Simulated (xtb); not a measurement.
C₆H₆O, SMILES C#C[C@H]1COC1=C. All values are semi-empirical tight-binding results from xtb (GFN2-xTB unless named), good for trends rather than for accurate numbers. Coordinates come from a GFN2-xTB optimisation. The structure was generated by enumeration; whether it is a known compound was not checked.

The orbital gap is 5.10 eV and the dipole moment is 1.78 D. The zero-point energy comes out as 61.5 kcal/mol. The G − E(el) at 298.15 K (modified RRHO) comes out as 42.2 kcal/mol. The static polarisability (D4 model) comes out as 68.2 bohr³ and the solvation energy, GFN2-xTB/ALPB(water) comes out as -2.0 kcal/mol. The solvation energy, GFN2-xTB/ALPB(ch2cl2) is -6.1 kcal/mol.

Computed IR lines (harmonic; lines under 4 % of the strongest left out, lines within 3 cm⁻¹ merged):
ν (cm⁻¹): 649 (w), 665 (w), 827 (m), 846 (w), 923 (w), 951 (m), 1036 (w), 1057 (m), 1133 (w), 1186 (s), 1245 (w), 1283 (w), 1776 (vs), 2288 (w), 2961 (m), 2973 (m), 3166 (w), 3399 (w) (against the strongest line: vs over 80 %, s over 45 %, m over 15 %, w over 4 %, vw less)
